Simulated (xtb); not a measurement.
C₂H₉AlN (SMILES [CH3][Al]([CH3])<-[NH3]), doublet, at a GFN2-xTB geometry (such geometries of metal compounds can be far from the true shape) (the spin is typed, not shown lowest); GFN1-xTB (xtb 6.7.1).

The xtb input:
```
$ xtb mol.xyz --gfn 1 --uhf 1 --hess --json

# file mol.xyz
13

Al     0.45612501     0.14400214     0.58553422
C      1.18040402     1.02448517    -1.10446545
H      2.00314753     0.45334385    -1.55194589
H      1.59408064     2.01416057    -0.88401319
H      0.44282261     1.18205973    -1.90181117
C     -1.48074391     0.53159024     1.08975994
H     -1.92499362    -0.27422218     1.68696724
H     -2.15887810     0.70017555     0.24339754
H     -1.55151213     1.43153730     1.70965678
N     -0.21172714    -1.59855754    -0.61587026
H     -0.84351527    -1.16649869    -1.28504584
H     -0.73313935    -2.29622058    -0.09560394
H      0.52649194    -2.06291305    -1.13422149
```

Question: What does xtb print? Leave out banner, timings and long lists.

Answer: 
```
   ID    Z sym.   atoms
    1   13 Al     1
    2    6 C      2, 6
    3    1 H      3-5, 7-9, 11-13
    4    7 N      10

           -------------------------------------------------
          |                Calculation Setup                |
           -------------------------------------------------

           -------------------------------------------------
          |                 G F N 1 - x T B                 |
           -------------------------------------------------

          ...................................................
          :                      SETUP                      :
          :.................................................:
          :  # basis functions                  40          :
          :  # atomic orbitals                  39          :
          :  # shells                           27          :
          :  # electrons                        25          :
          :  # halogen bonds                     0          :
          :  max. iterations                   250          :
          :  Hamiltonian                  GFN1-xTB          :
          :  restarted?                      false          :
          :  GBSA solvation                  false          :
          :  PC potential                    false          :
          :  electronic temp.          300.0000000     K    :
          :  accuracy                    1.0000000          :
          :  -> integral cutoff          0.2500000E+02      :
          :  -> integral neglect         0.1000000E-07      :
          :  -> SCF convergence          0.1000000E-05 Eh   :
          :  -> wf. convergence          0.2000000E-04 e    :
          :  Broyden damping             0.4000000          :
          :  net charge                          0          :
          :  unpaired electrons                  1          :
          ...................................................

 iter      E             dE          RMSdq      gap      omega  full diag
   1    -13.6461630 -0.136462E+02  0.677E+00    5.01       0.0  T
   2    -13.6739224 -0.277594E-01  0.408E+00    4.06       1.0  T
   3    -13.6749840 -0.106156E-02  0.509E-01    3.32       1.0  T
   4    -13.6753942 -0.410251E-03  0.667E-02    3.45       1.0  T
   5    -13.6754128 -0.186100E-04  0.192E-02    3.51       1.4  T
   6    -13.6754135 -0.707510E-06  0.117E-03    3.51      23.7  T
   7    -13.6754135 -0.611991E-08  0.258E-04    3.51     107.7  T
   8    -13.6754135 -0.603940E-09  0.818E-05    3.51     339.2  T
   9    -13.6754135 -0.450928E-10  0.122E-05    3.51    2275.5  T

   *** convergence criteria satisfied after 9 iterations ***

         :::::::::::::::::::::::::::::::::::::::::::::::::::::
         ::                     SUMMARY                     ::
         :::::::::::::::::::::::::::::::::::::::::::::::::::::
         :: total energy             -13.521115697302 Eh    ::
         :: gradient norm              0.042226221548 Eh/a0 ::
         :: HOMO-LUMO gap              3.510493862167 eV    ::
         ::.................................................::
         :: SCC energy               -13.675413540199 Eh    ::
         :: -> electrostatic           0.022130936262 Eh    ::
         :: repulsion energy           0.158034337016 Eh    ::
         :: dispersion energy         -0.003736494119 Eh    ::
         :: halogen bond corr.         0.000000000000 Eh    ::
         :: add. restraining           0.000000000000 Eh    ::
         :: total charge              -0.000000000000 e     ::
         :::::::::::::::::::::::::::::::::::::::::::::::::::::

           -------------------------------------------------
          |                Numerical Hessian                |
           -------------------------------------------------
step length          :   0.00500
SCC accuracy         :   0.30000
Hessian scale factor :   1.00000
frozen atoms in %    :   0.00000    0
RMS gradient         :   0.04223 !! INCOMPLETELY OPTIMIZED GEOMETRY !!
[...]
 writing <g98.out> molden fake output.
 recommended (thermochemical) frequency scaling factor: 1.0
           -------------------------------------------------
          |             Thermodynamic Functions             |
           -------------------------------------------------

cs  symmetry found (for desy threshold:  0.10E+00) used in thermo

          ...................................................
          :                      SETUP                      :
          :.................................................:
          :  # frequencies                          31      :
          :  # imaginary freq.                       2      :
          :  linear?                             false      :
          :  only rotor calc.                    false      :
          :  symmetry                               cs      :
          :  rotational number                       1      :
          :  scaling factor                  1.0000000      :
          :  rotor cutoff                   50.0000000 cm⁻¹ :
          :  imag. cutoff                  -20.0000000 cm⁻¹ :
          :.................................................:

    mode    ω/cm⁻¹     T·S(HO)/kcal·mol⁻¹    T·S(FR)/kcal·mol⁻¹   T·S(vib)
   ------------------------------------------------------------------------
       1     41.66    -1.54400 ( 32.52%)    -1.10972 ( 67.48%)    -1.25094
       2    143.00    -0.82387 ( 98.53%)    -0.74498 (  1.47%)    -0.82271
       3    146.04    -0.81191 ( 98.64%)    -0.73876 (  1.36%)    -0.81092
       4    264.20    -0.48713 ( 99.87%)    -0.56326 (  0.13%)    -0.48723
   ------------------------------------------------------------------------

   temp. (K)  partition function   enthalpy   heat capacity  entropy
                                   cal/mol     cal/K/mol   cal/K/mol   J/K/mol
 298.15  VIB   132.                 3427.720     20.895     20.207
         ROT  0.111E+06              888.752      2.981     26.071
         INT  0.146E+08             4316.472     23.875     46.277
         TR   0.617E+27             1481.254      4.968     38.806
         TOT                        5797.7259    28.8436    85.0835   355.9894

       T/K    H(0)-H(T)+PV         H(T)/Eh          T*S/Eh         G(T)/Eh
   ------------------------------------------------------------------------
    298.15    0.923926E-02    0.111358E+00    0.404259E-01    0.709323E-01
   ------------------------------------------------------------------------

         :::::::::::::::::::::::::::::::::::::::::::::::::::::
         ::                  THERMODYNAMIC                  ::
         :::::::::::::::::::::::::::::::::::::::::::::::::::::
         :: total free energy         -13.450183407376 Eh   ::
         ::.................................................::
         :: total energy              -13.521115697304 Eh   ::
         :: zero point energy           0.102118948648 Eh   ::
         :: G(RRHO) w/o ZPVE           -0.031186658720 Eh   ::
         :: G(RRHO) contrib.            0.070932289927 Eh   ::
         :::::::::::::::::::::::::::::::::::::::::::::::::::::
imag cut-off (cm-1) :    5.00
 found            2  significant imaginary frequencies
 writing imag mode distorted coords to xtbhess.xyz
 for further optimization.

           -------------------------------------------------
          | TOTAL ENERGY              -13.521115697304 Eh   |
          | TOTAL ENTHALPY            -13.409757484370 Eh   |
          | TOTAL FREE ENERGY         -13.450183407376 Eh   |
          | GRADIENT NORM               0.042226254284 Eh/α |
          | HOMO-LUMO GAP               3.510465857419 eV   |
           -------------------------------------------------
########################################################################
[WARNING] Runtime exception occurred
-1- hessian_numhess: Hessian on incompletely optimized geometry!
########################################################################

normal termination of xtb
```
